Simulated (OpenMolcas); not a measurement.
**SiH2O2F (SMILES O[Si](O)F): methods side by side**

The species is SiH2O2F (6 atoms), meant as a doublet with charge 0. SMILES: `O[Si](O)F`. The coordinates come from a PBE0-D4/def2-TZVP relaxation. This is one conformer, not always the lowest.

```xyz
6

O    -0.8873    1.0320   -0.6263
Si    0.3829    0.0262   -0.4465
O     0.3463   -0.5607    1.0834
F     0.1594   -1.1339   -1.5163
H    -1.0516    1.6588    0.0811
H     1.0923   -1.0866    1.3785
```

Quantity: the vertical electron affinity (to the singlet anion), in eV. The values are calculated.

The electron affinity is E(neutral) − E(anion): positive where the electron is bound.

```csv
level,kind,program,value (eV),CPU time (all runs)
UHF/aug-cc-pVDZ,Hartree–Fock,OpenMolcas,-0.29,33 s
USVWN5/aug-cc-pVDZ,LDA,OpenMolcas,1.20,87 s
U-r2SCAN/aug-cc-pVDZ,meta-GGA,OpenMolcas,0.71,2.5 min
UM06-L/aug-cc-pVDZ,meta-GGA,OpenMolcas,0.62,2.7 min
UTPSS/aug-cc-pVDZ,meta-GGA,OpenMolcas,0.84,2.7 min
UBHLYP/aug-cc-pVDZ,global hybrid,OpenMolcas,0.78,1.9 min
UM06-2X/aug-cc-pVDZ,hybrid meta-GGA,OpenMolcas,0.78,2.3 min
UPBE0/aug-cc-pVDZ,global hybrid,OpenMolcas,0.84,1.8 min
```

Where it was recorded, the anion's HOMO is positive in USVWN5/aug-cc-pVDZ, U-r2SCAN/aug-cc-pVDZ, UM06-L/aug-cc-pVDZ, UTPSS/aug-cc-pVDZ, UPBE0/aug-cc-pVDZ: a fault of the level (basis or self-interaction), which says nothing on whether the real anion is bound. The values span -0.29 to 1.20 eV. CPU times are rough (shared hosts, several kinds of processor and program).
